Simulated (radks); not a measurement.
The tin ion Sn2+ inside a hard spherical wall (all orbitals vanish at R), configuration held at [Kr] 4d10 5s2 and not refilled when levels cross. All-electron calculation, scalar-relativistic Kohn-Sham, PBE, spin-polarised, spherical densities, finite nucleus; Fermi nuclear charge, rms radius 4.6519 fm. Program: a radial shooting solver on a logarithmic mesh with Libxc functionals. Eigenvalues in eV for spin up, with the zero of energy where the potential of the charges vanishes at infinity; a dash marks a level that is unbound or too diffuse for the functional's potential to be trusted. A positive occupied level is held by the wall or, in an anion where self-interaction has pushed it up, behind a barrier. The pressure on the wall is -dE/dV.

R (bohr),E (hartree),kinetic (hartree),e(4s),e(4p),e(4d),e(5s),"e(5p, empty)","e(6s, empty)",pressure (GPa)
free,-6176.27575,6448.224,-151.38,-107.15,-43.209,-26.091,-17.792,-,0
20,-6176.27575,6448.224,-151.38,-107.15,-43.209,-26.091,-17.792,-,< 0.0001
15,-6176.27575,6448.224,-151.38,-107.15,-43.209,-26.091,-17.792,-,< 0.0001
12,-6176.27575,6448.224,-151.38,-107.15,-43.209,-26.091,-17.792,-,< 0.0001
10,-6176.27575,6448.224,-151.38,-107.15,-43.209,-26.091,-17.792,-8.903,< 0.0001
5,-6176.26249,6448.349,-151.05,-106.82,-42.892,-25.708,-16.926,0.745,2.55
4,-6176.17737,6448.914,-149.89,-105.68,-41.806,-23.973,-13.972,16.722,28.4
3.5,-6176.01109,6449.835,-148.36,-104.18,-40.378,-21.203,-9.833,34.164,101
2.5,-6174.07454,6458.864,-138.03,-94.186,-30.300,2.488,20.745,130.95,1910
2,-6168.67567,6481.545,-120.55,-76.857,-11.111,52.285,78.724,277.40,11900
1.5,-6143.51092,6573.906,-68.721,-21.900,52.286,224.20,263.53,675.83,109000
